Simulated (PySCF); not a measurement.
## Stretching BrF

Set-up: Br x2c-SVPall, F x2c-SVPall; spin-free X2C with a Gaussian nucleus (PySCF 2.14). Energies in eV from Br + F in their ground configurations at the same level. State: ¹Σ⁺ (singlet), closed shell.

Curves on a restricted Hartree–Fock reference rise too fast on stretching and do not dissociate correctly.

All columns are RHF. A positive dipole means Br(−)F(+).

```csv
R (Å),E (eV),μ (D),Mulliken charge on Br (basis-dependent),HOMO (eV),LUMO (eV),Mayer bond order,⟨S²⟩
1.527,0.867,-1.12,0.41,-11.48,3.48,0.77,0.00
1.598,0.217,-1.45,0.42,-11.75,2.79,0.78,0.00
1.669,-0.109,-1.75,0.42,-12.00,2.09,0.79,0.00
1.723,-0.199,-1.95,0.42,-12.16,1.56,0.81,0.00
1.776,-0.189,-2.14,0.41,-12.32,1.05,0.82,0.00
1.829,-0.104,-2.31,0.40,-12.46,0.57,0.83,0.00
1.900,0.097,-2.52,0.39,-12.63,-0.05,0.85,0.00
1.989,0.443,-2.75,0.37,-12.81,-0.75,0.86,0.00
2.096,0.938,-3.00,0.35,-12.99,-1.49,0.88,0.00
2.238,1.654,-3.29,0.33,-13.19,-2.33,0.89,0.00
```

A fit through these points gives, at Re = 1.743 Å, μ = -2.03 D and dμ/dR = -3.53 D/Å; the reduced mass is 15.31 u.

**Question.** How strong is the fundamental in the double-harmonic approximation, I = 42.26·(dμ/dR)²/μred km/mol?

**Answer.** I = 42.26·(-3.53)²/15.31 = 34.4 km/mol at RHF.

Where the molecule has an RHF reference, its open-shell atoms are computed with UHF. Hartree–Fock leaves out correlation, which carries a large part of most bond energies and some tenths to 1 eV of ionisation energies.
